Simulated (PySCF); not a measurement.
BMe2(OiPr), C₅H₁₃BO.
Z-matrix (Å and degrees, PBE0-D3(BJ)/def2-SVP geometry), rows numbered from 1:
```
B 
C   1  1.5850
H   2  1.1034  1  111.53
H   2  1.1039  1  111.22  3  -118.24
H   2  1.0993  1  112.41  3   121.15
C   1  1.5748  2  121.74  3  -122.92
H   6  1.1040  1  110.07  2   -59.08
H   6  1.0992  1  113.22  2   179.07
H   6  1.1036  1  110.27  2    56.90
O   1  1.3586  2  121.91  3    57.31
C  10  1.4178  1  125.19  2    -1.44
C  11  1.5181 10  109.21  1   -97.03
C  11  1.5165 10  107.84  1   140.28
H  11  1.1045 10  109.51  1    22.02
H  12  1.1009 11  110.23 10   -60.43
H  12  1.1004 11  110.86 10   179.44
H  12  1.1002 11  110.88 10    59.26
H  13  1.0997 11  110.61 10   -59.41
H  13  1.1007 11  110.16 10    59.97
H  13  1.1002 11  110.89 10  -179.82
```

Method: PBE0-D3(BJ)/def2-SVP geometry optimisation, gas phase in PySCF.

Take the most abundant isotopes and a rigid rotor. The values belong to one conformer.

Task: Give the principal moments of inertia and the rotational constants in MHz.

Result: Ia = 126.90, Ib = 336.79, Ic = 371.08 u·Å²; 505379 MHz·u·Å²/I gives A = 3982, B = 1501, C = 1362 MHz.

Task: What kind of rotor is it?

Result: An asymmetric top. Ray's parameter κ = (2B − A − C)/(A − C) = -0.894; −1 is the prolate and +1 the oblate limit.

Task: Is it planar, by Δ = Ic − Ia − Ib?

Result: Not planar: Δ = Ic − Ia − Ib = -92.61 u·Å². For a rigid frame Δ = −2 Σ m c², so Σ m c² = 46.31 u·Å² lies off the ab plane: 16.96 from hydrogen and 29.35 from heavier atoms. The atom farthest from that plane is 1.84 Å away.

Task: Give the other two planar moments, Paa and Pbb, and the rms extents of the mass along the axes.

Result: Paa = Σ m a² = (Ib + Ic − Ia)/2 = 290.48 and Pbb = Σ m b² = (Ia + Ic − Ib)/2 = 80.59 u·Å². With the mass M = 100.11 u, the rms extents √(P/M) along a, b and c are 1.70, 0.90, 0.68 Å.

Task: Which types of transition are allowed, and where do some lines up to J = 2 fall?

Result: The dipole components are |μa| = 0.93 D, |μb| = 1.00 D, |μc| = 0.45 D. The squared components, which scale the intensities, stand as 0.88 : 1.00 : 0.20 (a : b : c). Some lines, for components of 0.1 D or more:

```tsv
type	branch	J(Ka,Kc)	MHz	lower level (cm⁻¹)
a	Q	2(1,1) ← 2(1,2)	416	0.365
c	Q	2(1,2) ← 2(0,2)	2349	0.286
c	Q	1(1,1) ← 1(0,1)	2482	0.095
b	Q	1(1,0) ← 1(0,1)	2621	0.095
b	Q	2(1,1) ← 2(0,2)	2765	0.286
a	R	1(0,1) ← 0(0,0)	2863	0.000
b	R	2(0,2) ← 1(1,1)	3237	0.178
b	R	1(1,1) ← 0(0,0)	5344	0.000
c	R	1(1,0) ← 0(0,0)	5483	0.000
a	R	2(1,2) ← 1(1,1)	5586	0.178
a	R	2(0,2) ← 1(0,1)	5719	0.095
a	R	2(1,1) ← 1(1,0)	5864	0.183
c	Q	2(2,1) ← 2(1,1)	7446	0.378
b	Q	2(2,0) ← 2(1,1)	7451	0.378
b	Q	2(2,1) ← 2(1,2)	7862	0.365
b	R	2(1,2) ← 1(0,1)	8068	0.095
c	R	2(1,1) ← 1(0,1)	8484	0.095
b	R	2(2,1) ← 1(1,0)	13309	0.183
c	R	2(2,0) ← 1(1,0)	13315	0.183
c	R	2(2,1) ← 1(1,1)	13448	0.178
b	R	2(2,0) ← 1(1,1)	13454	0.178
```

No frequency check. These are rigid-rotor constants of the computed structure; measured ground-state constants (B0) also hold zero-point vibration. A rigid rotor knows nothing of internal rotation, which can split or shift real lines. Quadrupole hyperfine structure (11B) is left out.
